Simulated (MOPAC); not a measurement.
MOPAC input (MNDO):

```
MNDO PRECISE GNORM=0.05 LET XYZ UHF MS=0.5 GEO-OK AUX(PRECISION=9) THREADS=1
HCl2Ge

Ge   -0.08275598 1    0.53781547 1    0.33165785 1
Cl    1.82797786 1   -0.31650379 1   -0.26015654 1
Cl   -1.66244819 1   -0.72097814 1   -0.47520065 1
H    -0.16581297 1    0.42709784 1    1.88802085 1
```

Output:

```
 *******************************************************************************
 **                                                                           **
 **                              MOPAC v23.2.5                                **
 **                                                                           **
 *******************************************************************************
 ** MOPAC's Digital Object Identifier: https://doi.org/10.5281/zenodo.6511958 **
 **                                                                           **
 ** Please cite the open-source release paper for use of this MOPAC version:  **
 ** J. E. Moussa and J. J. P. Stewart (2026)                                  **
 ** MOPAC: An open-source semiempirical molecular orbital program             **
 ** J. Open Source Softw., 11(119), 8025, https://doi.org/10.21105/joss.08025 **
 *******************************************************************************

                              MNDO CALCULATION RESULTS

 *******************************************************************************
 *  MNDO       - The MNDO Hamiltonian to be used
 *  GEO-OK     - OVERRIDE INTERATOMIC DISTANCE AND OTHER SAFETY CHECKS
 *  UHF        - UNRESTRICTED HARTREE-FOCK CALCULATION
 *  MS=        - IN MECI, MAGNETIC COMPONENT OF SPIN =  0.5
 *  LET        - OVERRIDE SOME SAFETY CHECKS
 *  PRECISE    - TIGHTER CRITERIA TO BE USED
 *  XYZ        - CARTESIAN COORDINATE SYSTEM TO BE USED
 *  GNORM      - EXIT WHEN GRADIENT NORM DROPS BELOW 0.050
 *  AUX        - OUTPUT AUXILIARY INFORMATION
 *******************************************************************************
MNDO PRECISE GNORM=0.05 LET XYZ UHF MS=0.5 GEO-OK AUX(PRECISION=9) THREADS=1
 HCl2Ge

   ATOM   CHEMICAL          X               Y               Z
  NUMBER   SYMBOL      (ANGSTROMS)     (ANGSTROMS)     (ANGSTROMS)

     1      Ge         -0.08275598  *   0.53781547  *   0.33165785  *
     2      Cl          1.82797786  *  -0.31650379  *  -0.26015654  *
     3      Cl         -1.66244819  *  -0.72097814  *  -0.47520065  *
     4       H         -0.16581297  *   0.42709784  *   1.88802085  *

          CARTESIAN COORDINATES

    NO.       ATOM           X           Y           Z

     1        Ge         -0.0828      0.5378      0.3317
     2        Cl          1.8280     -0.3165     -0.2602
     3        Cl         -1.6624     -0.7210     -0.4752
     4         H         -0.1658      0.4271      1.8880

  H: (MNDO): M.J.S. DEWAR, W. THIEL, J. AM. CHEM. SOC., 99, 4899, (1977)
 Cl: (MNDO): M.J.S.DEWAR, H.S.RZEPA, J. COMP. CHEM., 4, 158, (1983)
 Ge: (MNDO): M.J.S.DEWAR, G.L.GRADY, E.F.HEALY,ORGANOMETALLICS 6 186-189 (1987)

           Empirical Formula: H Ge Cl2  =     4 atoms

      MOLECULAR POINT GROUP   :   Cs

          UHF CALCULATION, NO. OF ALPHA ELECTRONS =   10
                           NO. OF BETA  ELECTRONS =    9

          Geometry optimization using EF

          DIAGONAL MATRIX USED AS START HESSIAN

 CYCLE:     1  GRAD.:    54.643 HEAT: -50.27178
 CYCLE:     2  GRAD.:    87.006 HEAT: -47.60211
 CYCLE:     3  GRAD.:     8.533 HEAT: -52.45984
 CYCLE:     4  GRAD.:     5.504 HEAT: -52.57734
 CYCLE:     5  GRAD.:     0.987 HEAT: -52.69034
 CYCLE:     6  GRAD.:     0.189 HEAT: -52.69165
 CYCLE:     7  GRAD.:     0.140 HEAT: -52.69174
 CYCLE:     8  GRAD.:     0.092 HEAT: -52.69191
 CYCLE:     9  GRAD.:     0.017 HEAT: -52.69192

     GRADIENT =  0.01672 IS LESS THAN CUTOFF =  0.05000

 -------------------------------------------------------------------------------
 MNDO PRECISE GNORM=0.05 LET XYZ UHF MS=0.5 GEO-OK AUX(PRECISION=9) THREADS=1
 HCl2Ge

     GEOMETRY OPTIMISED USING EIGENVECTOR FOLLOWING (EF).
     SCF FIELD WAS ACHIEVED

                              MNDO CALCULATION
                                                       MOPAC v23.2.5 Linux

          FINAL HEAT OF FORMATION =        -52.69192 KCAL/MOL =    -220.46301 KJ/MOL

          COSMO AREA              =        116.65 SQUARE ANGSTROMS
          COSMO VOLUME            =        106.00 CUBIC ANGSTROMS

          GRADIENT NORM           =          0.01672          =       0.00836 PER ATOM
          IONIZATION POTENTIAL    =          9.938301 EV
          ALPHA SOMO LUMO (EV)    =         -9.938 -0.759
          BETA  SOMO LUMO (EV)    =        -12.511 -1.480
          NO. OF ALPHA ELECTRONS  =         10
          NO. OF BETA  ELECTRONS  =          9
          MOLECULAR WEIGHT        =        144.5039         POINT GROUP:  Cs

          MOLECULAR DIMENSIONS (Angstroms)

            Atom       Atom       Distance
           Cl     3   Cl     2     3.64863
            H     4   Cl     3     2.43878
           Cl     2   Ge     1     0.61301

          SCF CALCULATIONS        =         10

   ATOM   CHEMICAL          X               Y               Z
  NUMBER   SYMBOL      (ANGSTROMS)     (ANGSTROMS)     (ANGSTROMS)

     1      Ge         -0.08070861  *   0.51189442  *   0.34718969  *
     2      Cl          1.89079377  *  -0.29978315  *  -0.26125227  *
     3      Cl         -1.72681437  *  -0.71899592  *  -0.48413232  *
     4       H         -0.17399362  *   0.53615336  *   1.81568072  *

                             CARTESIAN COORDINATES

   1   Ge       -0.080708609     0.511894418     0.347189689
   2   Cl        1.890793774    -0.299783154    -0.261252271
   3   Cl       -1.726814369    -0.718995923    -0.484132323
   4    H       -0.173993618     0.536153362     1.815680723

           Empirical Formula: H Ge Cl2  =     4 atoms

      MOLECULAR POINT GROUP   :   Cs

          ALPHA EIGENVALUES
 -24.79875 -24.21357 -17.11625 -14.51914 -14.27809 -13.16203 -12.78519 -12.62469
 -12.58267  -9.93830  -0.75943  -0.59019   0.73456

           BETA EIGENVALUES
 -24.60932 -24.09130 -16.50570 -14.35155 -14.04459 -12.95918 -12.69683 -12.60694
 -12.51145  -1.48035  -0.44214   0.19102   1.29842

              NET ATOMIC CHARGES AND DIPOLE CONTRIBUTIONS

  ATOM NO.   TYPE          CHARGE      No. of ELECS.   s-Pop       p-Pop
    1         Ge           1.411809        2.5882     1.14265     1.44554
    2         Cl          -0.525638        7.5256     1.98749     5.53815
    3         Cl          -0.525639        7.5256     1.98749     5.53815
    4          H          -0.360532        1.3605     1.36053
 DIPOLE           X         Y         Z       TOTAL
 POINT-CHG.    -0.660     5.115     1.092     5.272
 HYBRID         0.111    -1.304     0.642     1.458
 SUM           -0.548     3.811     1.734     4.223

          ATOMIC ORBITAL ELECTRON POPULATIONS

     Atom    s        px        py        pz
    1 Ge   1.14265   0.41254   0.47671   0.55630
    2 Cl   1.98749   1.65362   1.92864   1.95589
    3 Cl   1.98749   1.74999   1.85940   1.92876
    4  H   1.36053

                    (SZ)    =    0.500000
                    (S**2)  =    0.751461

          ATOMIC ORBITAL SPIN POPULATIONS

    Atom   Total    s     px     py     pz
         Atomic
    1 Ge  0.8571  0.399  0.008  0.321  0.129
    2 Cl  0.0396  0.003  0.017  0.024 -0.004
    3 Cl  0.0396  0.003  0.007  0.035 -0.006
    4  H  0.0637  0.064

 **********************
 *                    *
 * JOB ENDED NORMALLY *
 *                    *
 **********************

 == MOPAC DONE ==
```

The geometry given is a B3LYP-D3(BJ)/def2-TZVP minimum.
